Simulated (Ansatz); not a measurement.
Coupled-cluster diagnostics for the cluster Li₄H₄ (the lowest singlet isomer of a short search), Ansatz.

Geometry of the singlet (r2SCAN-D4/def2-TZVP):

```xyz
8

Li    0.8326   -1.0406   -0.7586
Li   -0.3535    1.1572   -0.9421
Li    0.8099    0.5361    1.1867
Li   -1.2890   -0.6527    0.5139
H     0.3772   -1.2352    1.0055
H    -0.8644   -0.5722   -1.2666
H     1.3757    0.6966   -0.5486
H    -0.8885    1.1107    0.8097
```

Correlated methods freeze no core orbitals; core or outer-core shells of Li are correlated, in sets that lack core-valence functions. The structure comes from a short search, and lower isomers may exist.

Estimate the CCSD(T) correlation energy, the shares of MP2 and (T), T1 and the reference's ⟨S²⟩ for: charge 0, singlet, own geometry in def2-TZVPP; charge 0, singlet, own geometry in def2-TZVPD; charge 1, doublet, vertical in def2-TZVPP; charge -1, doublet, vertical in def2-TZVPD; and the rough time on 2 threads of Arm Neoverse V2 on a shared host.


```json
{"state": "charge 0, singlet, own geometry", "basis": "def2-TZVPP", "correlation (eV)": "-8.080", "MP2 share (%)": "83.2", "(T) share (%)": "0.7", "T1": "0.005", "⟨S²⟩ (pure)": "0.00 (0.00)", "wall time": "5.5 s", "remarks": "–"}
{"state": "charge 0, singlet, own geometry", "basis": "def2-TZVPD", "correlation (eV)": "-7.531", "MP2 share (%)": "82.5", "(T) share (%)": "0.7", "T1": "0.006", "⟨S²⟩ (pure)": "0.00 (0.00)", "wall time": "2.7 s", "remarks": "–"}
{"state": "charge 1, doublet, vertical", "basis": "def2-TZVPP", "correlation (eV)": "-7.254", "MP2 share (%)": "82.3", "(T) share (%)": "1.0", "T1": "0.028", "⟨S²⟩ (pure)": "0.76 (0.75)", "wall time": "22 s", "remarks": "–"}
{"state": "charge -1, doublet, vertical", "basis": "def2-TZVPD", "correlation (eV)": "-7.736", "MP2 share (%)": "82.0", "(T) share (%)": "0.9", "T1": "0.019", "⟨S²⟩ (pure)": "0.75 (0.75)", "wall time": "12 s", "remarks": "HOMO above zero"}
```
Customary marks for T1 are 0.02 (closed shells), 0.045 (open shells) and about 0.05 (3d metals). T1 exceeds 0.02 in 1 of 4 rows and 0.045 in 0; the higher it lies, the less the single-reference result can be trusted.
